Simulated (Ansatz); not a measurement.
`C#C[SiH2][AlH2]` + `[CH2]1[NH][AlH]1` → `[AlH2][N]1[CH2][AlH]1` + `C#C[SiH3]` at 500 K and 1 bar (cleavage of the Al–Si bond).

Isolated molecules relaxed with PBE0-D4/def2-TZVP in Ansatz; ΔE leaves out vibrations. CCSD(T)/CBS is the MP2 limit (def2-TZVPP, def2-QZVPP) plus CCSD(T) − MP2 in def2-TZVPP, frozen cores.

```tsv
species	CCSD(T)/CBS energy (Eh)	H − E (kJ/mol)	S (J/(mol·K))
`C#C[SiH2][AlH2]`	-610.12048	175.5	413.6
`[CH2]1[NH][AlH]1`	-337.12157	155.2	310.9
`[AlH2][N]1[CH2][AlH]1`	-579.76217	178.6	388.2
`C#C[SiH3]`	-367.52081	145.9	311.6
```

H − E and S are ideal-gas, rigid-rotor, harmonic terms from PBE0-D4/def2-TZVP. 1 Eh = 2625.50 kJ/mol, R = 8.31446 J/(mol·K).

Q: By hand: ΔE, ΔH, ΔS and ΔG.

A: ΔE = (-579.76217) + (-367.52081) − (-610.12048) − (-337.12157) = -0.04093 Eh = -107.5 kJ/mol. Δ(H − E) = 178.6 + 145.9 − 175.5 − 155.2 = -6.2, so ΔH = -113.7 kJ/mol. ΔS = 388.2 + 311.6 − 413.6 − 310.9 = -24.7 J/(mol·K). ΔG = -113.7 − 500 × (-24.7)/1000 = -101.4 kJ/mol.

Q: By hand: the equilibrium constant, and the temperature at which ΔG would vanish if ΔH and ΔS stayed fixed.

A: log₁₀ K = −ΔG/(RT ln 10) = 10.6. ΔG = 0 at ΔH/ΔS = 4603 K, far beyond where these terms or the molecules hold.

ΔH outweighs TΔS. A doubt of 5 kJ/mol in ΔE shifts log₁₀ K by 0.5 here. Modes under 60 cm⁻¹, often nearly free rotors, make the harmonic entropy too high. These are equilibria of isolated gas molecules and say nothing of rates. Largest T1 diagnostic: 0.015 (customary marks: 0.02 for closed shells, 0.045 for open ones).
